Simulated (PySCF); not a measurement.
Atom-mapped SMILES (the numbers label the heavy atoms): `[CH:1]#[C:2][c:3]1[cH:4][cH:5][c:6]([CH3:7])[n:8][cH:9]1`; H(Xn) means a hydrogen on atom n.

All values are calculated (PySCF): σ from GIAO-PBE0/pcSseg-1, geometry: GFN2-xTB. No solvent, non-relativistic, single conformer, one averaged value for each set of equivalent atoms.

δ = σ(ref) − σ, references computed at the same level: 13C and 1H vs TMS; NH3 for 15N.

| atoms | nucleus | count | δ (ppm) |
| --- | --- | --- | --- |
| C3 | 13C | 1 | 119.8 |
| H(C7) | 1H | 3 | 2.80 |
| C9 | 13C | 1 | 159.8 |
| H(C5) | 1H | 1 | 7.35 |
| H(C1) | 1H | 1 | 2.92 |
| N8 | 15N | 1 | ? |
| C4 | 13C | 1 | ? |
| C7 | 13C | 1 | ? |
| C1 | 13C | 1 | 90.3 |
| C5 | 13C | 1 | 126.9 |
| C2 | 13C | 1 | 86.7 |
| H(C9) | 1H | 1 | ? |
| H(C4) | 1H | 1 | 8.03 |
| C6 | 13C | 1 | 163.7 |

Estimate the values marked ?.

## Answers


- C4: 147.2 ppm, aromatic CH
- C7: 27.7 ppm, methyl carbon on an aromatic ring; saturated and bonded to C and H only
- H(C9): 8.97 ppm, hydrogen on an aromatic CH next to a ring nitrogen; ring current plus the neighbouring ring nitrogen
- N8: 355.5 ppm, pyridine-type ring nitrogen

Shifts are as computed. Against solution values, carbons near 30 ppm lie about +3 ppm off and those near 130 ppm about +5 ppm. Of 1211 compounds with measured shifts, 218 miss one by over three times the rms of a fit or turn the order of signals round; such compounds aren't used in these exercises. Experimental scales use liquid or dissolved standards, which lie at an offset from isolated NH3 (liquid NH3: subtract about 20 ppm). Unscaled 15N shifts of sp2 nitrogen come out 20 to 40 ppm too high even then.
